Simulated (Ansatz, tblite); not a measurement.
Isomers of Li$_{11}$⁻ (singlet), found by a short tight-binding search and relaxed with B3LYP/def2-SVPD in Ansatz.

The xTB rows come from tblite. Correlated methods freeze no core orbitals; core or outer-core shells of Li are correlated, in sets that lack core-valence functions.

Run but left out: HF/def2-TZVPD (A: restricted singlet, unstable towards broken spin symmetry).

A: The restricted singlet is unstable towards broken spin symmetry in Hartree–Fock (as tested in another run); at PBE/def2-TZVPD, r2SCAN/def2-TZVPD, PBE0/def2-TZVPD, r2SCAN0/def2-TZVPD this wasn't settled. At CCSD(T)/def2-TZVPD T1 of the charge -1 singlet is large (up to 0.020), so the single-reference result is doubtful. At CCSD(T)/def2-TZVPD the restricted singlet (for correlated methods, its reference) is unstable: a solution with broken spin symmetry lies lower. B: The restricted singlet is unstable towards broken spin symmetry in Hartree–Fock (as tested in another run); at PBE/def2-TZVPD, r2SCAN/def2-TZVPD, PBE0/def2-TZVPD, r2SCAN0/def2-TZVPD this wasn't settled. At CCSD(T)/def2-TZVPD T1 of the charge -1 singlet is large (up to 0.021), so the single-reference result is doubtful. At CCSD(T)/def2-TZVPD the restricted singlet (for correlated methods, its reference) is unstable: a solution with broken spin symmetry lies lower.

Other spin states weren't relaxed.

A:

Cartesian coordinates in Å:
```
Li -0.122 -1.598 1.494
Li -0.468 1.221 1.914
Li 2.323 -2.670 -0.071
Li 1.903 0.374 0.069
Li 3.234 -1.028 -2.349
Li 1.625 1.401 -2.817
Li -2.602 -0.504 3.035
Li -3.100 2.322 1.113
Li 0.222 -1.055 -1.616
Li -2.283 -0.338 0.095
Li -0.732 1.874 -0.867
```

B:

```xyz
11

Li    0.917   -0.071    2.580
Li    0.714   -0.891   -2.241
Li   -0.804   -1.234    0.498
Li    3.516    0.404   -1.784
Li    1.087    1.084   -0.247
Li   -1.833   -1.300    3.266
Li   -1.478    1.297    1.574
Li    0.960    1.869   -3.136
Li   -3.673   -0.425    0.744
Li    2.219   -1.598    0.176
Li   -1.626    0.865   -1.431
```

**Question.** Estimate their order by electronic energy at PBE0/def2-TZVPD, counted from the lowest.

**Answer.** B (0.0) < A (14.6), in kJ/mol.

**Question.** Do the other levels pick the same lowest one?

**Answer.** Not GFN1-xTB. Energies above each level's lowest (kJ/mol):

```csv
level,A,B
GFN1-xTB,0.0,11.6
GFN2-xTB,21.7,0.0
PBE/def2-TZVPD,12.4,0.0
r2SCAN/def2-TZVPD,14.1,0.0
PBE0/def2-TZVPD,14.6,0.0
r2SCAN0/def2-TZVPD,15.3,0.0
MP2/def2-TZVPD,11.8,0.0
CCSD/def2-TZVPD,15.0,0.0
CCSD(T)/def2-TZVPD,12.4,0.0
```
Point groups (tolerance 0.1 Å): A C2v, B C2. Lower isomers may exist.
